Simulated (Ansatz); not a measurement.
Relaxation of a periodic cell of 24 atoms, H$_{5}$CClO (contents 3 H2O + 3 CH3Cl, density as packed 1.04 g/cm³ with natural masses), to a largest force component of 0.3 eV/Å in at most 15 steps.

Computed with DFT r2SCAN-D3(BJ), scalar-relativistic, plane waves, PAW in Ansatz 0.2.0. Settings: cutoff 500 eV, k mesh 1x1x1, fermi-dirac smearing 0.02 eV, no spin polarisation.

```xyz
24
Lattice="6.9062 0.0000 0.0000 0.0000 6.9062 0.0000 0.0000 0.0000 6.9062" Properties=species:S:1:pos:R:3:forces:R:3
O 2.988 6.239 5.737 0.12 -0.11 -0.65
H 2.519 6.810 5.111 0.36 -0.38 0.23
H 3.457 5.608 5.173 -0.22 0.25 0.32
O 2.181 1.930 6.280 0.63 -0.33 -1.45
H 2.699 2.261 5.531 0.19 -0.17 0.37
H 1.519 1.355 5.870 0.18 0.18 0.32
O 0.425 3.981 3.862 0.39 -0.30 -0.22
H 0.630 4.186 2.938 0.09 0.04 0.08
H 0.988 3.219 4.063 -0.24 0.37 0.01
C 5.591 1.415 3.154 0.01 0.02 -0.49
Cl 5.496 1.487 4.927 -0.20 -0.21 -0.11
H 5.586 2.429 2.759 0.09 -0.50 0.16
H 6.511 0.908 2.870 -0.08 0.01 0.04
H 4.731 0.865 2.777 0.05 0.07 0.02
C 0.243 2.960 0.467 -0.59 -0.02 0.60
Cl 1.221 4.444 0.494 -0.48 -0.03 0.23
H -0.635 3.105 1.093 0.14 0.21 -0.28
H -0.059 2.756 -0.558 0.07 0.27 0.40
H 0.842 2.136 0.850 -0.18 0.25 0.11
C 4.481 4.717 2.960 0.02 0.11 0.25
Cl 4.296 4.392 1.223 -0.06 0.11 0.22
H 5.124 3.954 3.395 -0.15 0.43 0.05
H 4.929 5.700 3.090 -0.06 -0.26 -0.02
H 3.500 4.690 3.431 -0.09 0.00 -0.20
```

Q: Where does it end, and by what steps?

A: The forces met the threshold. The threshold is loose, so the end isn't yet a minimum. The force dipped under the threshold on the way, but the program's further checks kept it going. Limits of this set-up: coarse k mesh. After 14 steps the energy has fallen by 2.361 eV; H3 moved furthest, 1.78 Å.

```json
{"step": "0", "energy less start (eV)": "0.0000", "largest force component (eV/Å)": "1.452", "accepted": "yes"}
{"step": "1", "energy less start (eV)": "-0.4282", "largest force component (eV/Å)": "0.542", "accepted": "yes"}
{"step": "2", "energy less start (eV)": "-0.6515", "largest force component (eV/Å)": "0.789", "accepted": "yes"}
{"step": "3", "energy less start (eV)": "-0.7819", "largest force component (eV/Å)": "2.593", "accepted": "yes"}
{"step": "4", "energy less start (eV)": "-0.9927", "largest force component (eV/Å)": "2.288", "accepted": "yes"}
{"step": "5", "energy less start (eV)": "-1.2368", "largest force component (eV/Å)": "1.750", "accepted": "yes"}
{"step": "6", "energy less start (eV)": "-1.4903", "largest force component (eV/Å)": "1.612", "accepted": "yes"}
{"step": "7", "energy less start (eV)": "-1.7014", "largest force component (eV/Å)": "1.239", "accepted": "yes"}
{"step": "8", "energy less start (eV)": "-1.8741", "largest force component (eV/Å)": "0.999", "accepted": "yes"}
{"step": "9", "energy less start (eV)": "-2.0155", "largest force component (eV/Å)": "0.823", "accepted": "yes"}
{"step": "10", "energy less start (eV)": "-2.1345", "largest force component (eV/Å)": "0.829", "accepted": "yes"}
{"step": "11", "energy less start (eV)": "-2.2153", "largest force component (eV/Å)": "0.528", "accepted": "yes"}
{"step": "12", "energy less start (eV)": "-2.2826", "largest force component (eV/Å)": "1.003", "accepted": "yes"}
{"step": "13", "energy less start (eV)": "-2.3605", "largest force component (eV/Å)": "0.281", "accepted": "yes"}
{"step": "14", "energy less start (eV)": "-2.3605", "largest force component (eV/Å)": "0.283", "accepted": "yes"}
```

```xyz
24
Lattice="6.9062 0.0000 0.0000 0.0000 6.9062 0.0000 0.0000 0.0000 6.9062" Properties=species:S:1:pos:R:3
O 2.845 6.641 6.326
H 3.668 6.414 5.871
H 2.490 5.802 6.656
O 2.515 2.359 5.262
H 3.420 2.242 4.945
H 2.315 1.488 5.644
O 0.593 3.728 3.738
H 0.960 4.069 2.915
H 1.315 3.237 4.173
C 5.957 1.003 2.991
Cl 5.494 0.856 4.726
H 6.446 1.969 2.896
H 6.632 0.183 2.772
H 5.053 0.945 2.392
C -0.216 3.425 -0.015
Cl 0.194 5.013 0.723
H -1.205 3.156 0.338
H -0.186 3.550 -1.092
H 0.534 2.711 0.314
C 4.144 4.636 3.309
Cl 3.506 3.654 1.948
H 5.054 4.162 3.676
H 4.364 5.625 2.920
H 3.369 4.680 4.071
```

Time of the run: 5.7 min on 1 thread of Arm Neoverse V2, on a shared host, peak memory 1 GiB.
